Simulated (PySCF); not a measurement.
Vibration and rotation of GeB⁻

ROHF constants of GeB⁻, ³Π (triplet), unpaired electrons σ ↑, π ↑ (basis Ge def2-SVPD, B def2-SVPD; no relativity; PySCF 2.14; masses 73.9212 and 11.0093 u):

- ωe: 803.5 cm⁻¹
- ωexe: 4.55 cm⁻¹
- Be: 0.49279 cm⁻¹
- αe: 0.00334 cm⁻¹
- D (centrifugal): 7.41e-07 cm⁻¹

(1) Give the vibrational terms G(v) and spacings up to v = 3.

Spin–orbit coupling is left out. UHF is strongly spin-contaminated for GeB⁻, so the ROHF reference used there is far from stable. Hartree–Fock leaves out correlation, which carries a large part of most bond energies and some tenths to 1 eV of ionisation energies. The state was picked by a PBE0 search and need not be the measured ground state.

Answers

(1) G(v) = ωe(v+½) − ωexe(v+½)².

```csv
v,G(v) (cm⁻¹),G(v) − G(v−1),Bv (cm⁻¹)
0,401,,0.4911
1,1195,794,0.4878
2,1980,785,0.4844
3,2757,776,0.4811
```
